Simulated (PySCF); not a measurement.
**TDDFT excited states: C3H9AlCl3P**

Compound: [AlCl3(PMe3)], C3H9AlCl3P.
SMILES with atom numbers: `[CH3:1][P+:2]([CH3:3])([CH3:4])[Al-:5]([Cl:6])([Cl:7])[Cl:8]` (hydrogens: H9, H10, H11 on C1; H12, H13, H14 on C3; H15, H16, H17 on C4)

Geometry (PBE0-D3(BJ)/def2-SVP, Å), atoms numbered from 1 in this order:
```
atom  x, y, z in Å
C1    -1.1712    1.3313    0.4674
P2    -0.0688   -0.0519    0.0504
C3    -1.0250   -1.1957   -0.9885
C4     0.2979   -0.9225    1.6028
Al5    1.8857    0.7655   -1.0596
Cl6    0.9913    1.6536   -2.7759
Cl7    2.6231    2.1273    0.4004
Cl8    3.0050   -1.0112   -1.3786
H9    -0.6168    2.0287    1.1123
H10   -1.4245    1.8582   -0.4642
H11   -2.0880    0.9944    0.9727
H12   -1.9418   -1.5401   -0.4882
H13   -0.3870   -2.0568   -1.2360
H14   -1.2779   -0.6782   -1.9253
H15    0.8479   -0.2357    2.2625
H16   -0.6165   -1.2719    2.1041
H17    0.9521   -1.7775    1.3776
```

Theory: TDDFT CAM-B3LYP/def2-SVPD, vertical, gas phase, core orbitals frozen in the response in PySCF.

| state | E (eV) | λ (nm) | f | \|μ\| (D) | main configurations (H = HOMO, L = LUMO) |
| --- | --- | --- | --- | --- | --- |
| S1 | 7.38 | 168.0 | 0.070 | 1.59 | H→L (85%) |
| S2 | 7.48 | 165.8 | 0.0000 | 0.02 | H-1→L (61%), H-1→L+1 (24%) |
| S3 | 7.51 | 165.2 | 0.034 | 1.10 | H→L+2 (71%) |
| S4 | 7.53 | 164.7 | 0.039 | 1.16 | H→L+3 (64%) |
| S5 | 7.94 | 156.1 | 0.068 | 1.50 | H-3→L (42%), H-3→L+1 (11%), H→L+1 (8%) |
| S6 | 7.95 | 156.0 | 0.071 | 1.53 | H-2→L (46%), H-2→L+1 (17%) |
| S7 | 7.99 | 155.2 | 0.172 | 2.39 | H→L+1 (64%) |
| S8 | 8.04 | 154.3 | 0.130 | 2.07 | H-4→L (38%), H-1→L+3 (22%), H-4→L+1 (11%) |
| S9 | 8.05 | 154.1 | 0.148 | 2.20 | H-5→L (31%), H-1→L+2 (27%), H-5→L+1 (13%) |

Triplets, Tamm–Dancoff:

| state | E (eV) | λ (nm) | main configurations (H = HOMO, L = LUMO) |
| --- | --- | --- | --- |
| T1 | 6.71 | 184.8 | H→L+2 (64%), H→L+4 (14%) |
| T2 | 6.72 | 184.5 | H→L+3 (61%), H→L+5 (15%) |
| T3 | 7.16 | 173.2 | H→L (71%), H→L+1 (11%) |
| T4 | 7.25 | 170.9 | H-1→L (52%), H-1→L+1 (26%) |

The lowest singlet comes at 168 nm (712 kJ/mol) in the vacuum ultraviolet; it is of moderate strength; its leading configuration is HOMO→LUMO (85%). The most intense listed level is S8/S9 at 8.04 eV (154 nm, f = 0.278 summed), 0.66 eV above S1. It is the last of those listed, so stronger ones may follow. S5/S6 and S8/S9 lie within about 0.01 eV of each other in each set. Löwdin shares by element: HOMO chlorine 47%, phosphorus 26% (atoms not listed hold the other 26%); LUMO aluminium 26%, carbon 24% (atoms not listed hold the other 50%). Weighted by f, the mean energy of these states is 7.89 eV. The oscillator strengths of these states sum to 0.733; summed over the whole spectrum of an exact calculation they would give the number of electrons, 106 (Thomas–Reiche–Kuhn). The listed states span 0.67 eV, and the widest gap between neighbours is 0.42 eV (S4 to S5). All these states lie below the vertical ionisation energy of 10.06 eV (ΔSCF). Orbitals of the list HOMO-3 to LUMO+2 that lie within 0.01 eV of each other are written together with a slash and their weights summed (≥ marks a lower bound); for degenerate orbitals outside that list single weights are arbitrary. Singlets were solved by full linear response, triplets in the Tamm–Dancoff approximation. The highest level found (8.34 eV, f 0.0033 so far) is left out, since the window may have cut off a degenerate partner.

On Intel Xeon 6975P-C, one thread, shared host with 192 logical CPUs at a one-minute load of 53, this took 4.5 min wall and 1.7 GiB of memory at its peak.
